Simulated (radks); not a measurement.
The numbers below are computed, except where a source is named.
Species: Mg IX. Configuration: [He] 2s2. Level of theory: Dirac Kohn-Sham, PW91, spin-unpolarised, spherical densities, finite nucleus; Fermi nuclear charge, rms radius 3.057 fm (a radial shooting solver on a logarithmic mesh with Libxc functionals).

Normalised radial functions P(r) = r R(r) (large component), r in bohr:

| r | 2s1/2 | 2p1/2 |
|---|---|---|
| 0.006798 | 0.1593 | 0.0036 |
| 0.007483 | 0.1739 | 0.0043 |
| 0.008237 | 0.1895 | 0.0051 |
| 0.009067 | 0.2064 | 0.0062 |
| 0.01006 | 0.2262 | 0.0075 |
| 0.01107 | 0.2458 | 0.0090 |
| 0.01219 | 0.2667 | 0.0108 |
| 0.01342 | 0.2890 | 0.0129 |
| 0.01477 | 0.3127 | 0.0155 |
| 0.01626 | 0.3377 | 0.0185 |
| 0.01804 | 0.3663 | 0.0225 |
| 0.01986 | 0.3938 | 0.0269 |
| 0.02186 | 0.4224 | 0.0321 |
| 0.02406 | 0.4519 | 0.0383 |
| 0.02649 | 0.4819 | 0.0456 |
| 0.02916 | 0.5122 | 0.0543 |
| 0.03235 | 0.5448 | 0.0655 |
| 0.03561 | 0.5741 | 0.0777 |
| 0.0392 | 0.6020 | 0.0921 |
| 0.04315 | 0.6277 | 0.1089 |
| 0.0475 | 0.6504 | 0.1285 |
| 0.0527 | 0.6703 | 0.1533 |
| 0.05801 | 0.6832 | 0.1799 |
| 0.06386 | 0.6894 | 0.2106 |
| 0.07029 | 0.6876 | 0.2457 |
| 0.07737 | 0.6763 | 0.2857 |
| 0.08517 | 0.6538 | 0.3309 |
| 0.0945 | 0.6152 | 0.3863 |
| 0.104 | 0.5647 | 0.4435 |
| 0.1145 | 0.4986 | 0.5066 |
| 0.126 | 0.4160 | 0.5756 |
| 0.1387 | 0.3162 | 0.6501 |
| 0.1527 | 0.1991 | 0.7295 |
| 0.1695 | 0.0536 | 0.8200 |
| 0.1865 | -0.0964 | 0.9061 |
| 0.2053 | -0.2587 | 0.9928 |
| 0.226 | -0.4298 | 1.0777 |
| 0.2488 | -0.6049 | 1.1582 |
| 0.2761 | -0.7926 | 1.2368 |
| 0.3039 | -0.9571 | 1.2978 |
| 0.3345 | -1.1060 | 1.3445 |
| 0.3682 | -1.2319 | 1.3731 |
| 0.4053 | -1.3274 | 1.3801 |
| 0.4461 | -1.3863 | 1.3625 |
| 0.495 | -1.4037 | 1.3140 |
| 0.5449 | -1.3753 | 1.2423 |
| 0.5998 | -1.3057 | 1.1466 |
| 0.6603 | -1.1996 | 1.0309 |
| 0.7268 | -1.0648 | 0.9006 |
| 0.8 | -0.9112 | 0.7624 |
| 0.8877 | -0.7365 | 0.6123 |
| 0.9771 | -0.5795 | 0.4812 |
| 1.076 | -0.4361 | 0.3632 |
| 1.184 | -0.3127 | 0.2623 |
| 1.303 | -0.2123 | 0.1800 |
| 1.435 | -0.1354 | 0.1165 |
| 1.592 | -0.0770 | 0.0676 |
| 1.752 | -0.0424 | 0.0381 |
| 1.929 | -0.0216 | 0.0199 |

2s1/2: eigenvalue -309.79 eV, 1 radial node at r = 0.176 bohr, <r> = 0.572 bohr, 90 % of the charge inside 0.876 bohr. 2p1/2 (empty): eigenvalue -286.93 eV, 0 radial nodes, <r> = 0.503 bohr, 90 % of the charge inside 0.812 bohr.
